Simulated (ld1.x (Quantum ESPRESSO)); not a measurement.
## Pd (Z = 46): one change to a TM potential, before and after

ld1.x (Quantum ESPRESSO) 7.5 input, shortened:

```
&input
   title='Pd', zed=46., rel=1, dft='PZ', iswitch=3,
   config='[Kr] 4d9.5 5s0 5p0'
 /
 &inputp
   pseudotype=2, tm=.true., lloc=1,
   nlcc=.false.
 /
3
5S  1  0   0.00   0.00  2.65  2.65  0.0
4D  3  2   9.50   0.00  1.55  1.55  0.0
5P  2  1   0.00   0.00  3.45  3.45  0.0
 &test
   configts(1)='4d9.5 5s0 5p0'
 /
```

Change: all radii scaled by about 1.29 (s 3.42, p 4.46, d 2.00 bohr).

Cutoffs: the cutoffs (Ry, on a coarse ladder) from which the occupation-weighted sum of valence levels, in a spherical-Bessel basis at the reference potential, stays within 10 and 1 mRy of its value at 400 Ry; they do not see the model core or the augmentation charge, which bear on the density cutoff. Errors are all-electron minus pseudo energies relative to the spin-unpolarised reference configuration.

Problem. What does the change do?

Solution. The potential gets softer (70 Ry and 100 Ry → 50 Ry and 80 Ry); a bound ghost appears in s, which as a rule spoils a file; of the 7 tests that both files solve, the error grows in 1 and shrinks in 1 by more than 15 % and 0.3 meV (median size 39.2 → 33.0 meV). A larger radius leaves more room for a smooth pseudo-wave, so fewer plane waves are needed.

```csv
quantity,base,changed
"cutoff, loose",70 Ry,50 Ry
"cutoff, tight",100 Ry,80 Ry
bound ghosts,none,s
"tests counted (converged, no solver errors)",8 of 9,8 of 9
"error for 4d10 5s0 5p0, meV [ΔE -3.37 eV]",-18,-21
"error for 4d9 5s0 5p0, meV [ΔE 6.02 eV]",-30,-33
"error for 4d9 5s1 5p0, meV [ΔE -1.93 eV]",-39,-15
"error for 4d7 5s0 5p0, meV [ΔE 61.70 eV]",-1161,-1177
"error for 4d6 5s0 5p0, meV [ΔE 111.25 eV]",-2457,-2387
"error for 4d9.5 5s0 5p0 (spin-polarised), meV [ΔE -0.03 eV]",+23,+22
"error for 4d9 5s0 5p0 (spin-polarised), meV [ΔE 5.87 eV]",+67,+62
```

Base: Tests not counted: 4d8 5s0 5p0 (solver errors, printed error -357 meV). Changed file: Tests not counted: 4d8 5s1 5p0 (solver errors, printed error +7.0 eV). These tests converged, but a pseudo level misses the all-electron one widely, so the file describes the atom poorly there or has found another state: 4d8 5s0 5p0: empty 5s by 3.5 eV (a node warning on the way); 4d7 5s0 5p0: empty 5s by 7.5 eV. A true bound ghost makes a file unfit for plane-wave use even where its test errors are small: the radial tests pick states by their node count and pass the ghost by. Where a test does run into it, the solver fails or the error is huge.
